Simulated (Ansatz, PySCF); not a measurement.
Species: CH6BO, net charge 1, singlet state. It need not be the lowest isomer of its formula. 
Coordinates optimised at B3LYP-D3(BJ)/def2-TZVP (Ansatz, a quantum-chemistry and plane-wave program):
```
O
H 1 0.9743
B 1 1.4222 2 118.40
H 3 1.1756 1 114.77 2 -180.00
H 3 1.1767 4 131.05 1 -180.00
C 1 1.5113 2 113.99 3 180.00
H 6 1.0836 1 104.91 2 -180.00
H 6 1.0849 7 112.53 1 -115.23
H 6 1.0849 7 112.53 8 -129.53
```
Charge +1, spin multiplicity 1.

Total electronic energies in hartree. Valence correlation only, unless marked. Spin-orbit coupling is left out. Non-relativistic. Basis-set limits of correlation are two-point, X^-3; Hartree-Fock from the larger set.

| level | program | energy (Eh) |
|---|---|---|
| BP86-D4/def2-TZVPD | PySCF + dftd4 | ___ |
| wB97X-V/def2-TZVPD | Ansatz | ___ |
| B2PLYP-D3(BJ)/def2-TZVPD | Ansatz + dftd3 | ___ |
| RPA@PBE/cc-pVTZ | Ansatz | -141.54398 |
| MP2/STO-3G | Ansatz | -139.07296 |
| MP2/cc-pVTZ | Ansatz | -141.21438 |
| SCS-MP2/6-31G | Ansatz | -140.85760 |
| SCS-MP2/cc-pVTZ | Ansatz | -141.22289 |
| CCSD(T)/CBS(cc-pVTZ,cc-pVQZ) | Ansatz | -141.3300 |

Task: Fill in the missing entries.

Result: 
- BP86-D4/def2-TZVPD, energy (Eh): -141.54799
- wB97X-V/def2-TZVPD, energy (Eh): -141.50951
- B2PLYP-D3(BJ)/def2-TZVPD, energy (Eh): -141.43614
